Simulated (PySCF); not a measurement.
hydronium (H₃O), SMILES [OH3+], charge +1. Geometry optimised at PBE0-D3(BJ)/def2-TZVPD.

TDA-CAM-B3LYP/def2-TZVPD in PySCF puts the lowest singlet excitations at 11.40, 13.73, 13.73, 16.14, 16.21, 16.21 eV and the lowest triplet (TDA) at 10.57 eV.

Q: What are the lowest singlet roots from PySCF with EOM-CCSD/aug-cc-pVDZ? (An estimate is asked for; the answer gives what the named calculation found.)

A: 11.78, 14.29, 14.29, 16.85, 16.85, 16.93 eV; triplets 11.04, 13.73, 13.73 eV. S1 differs by 0.38 eV (second minus first; roots are paired by order, and the bases may differ).
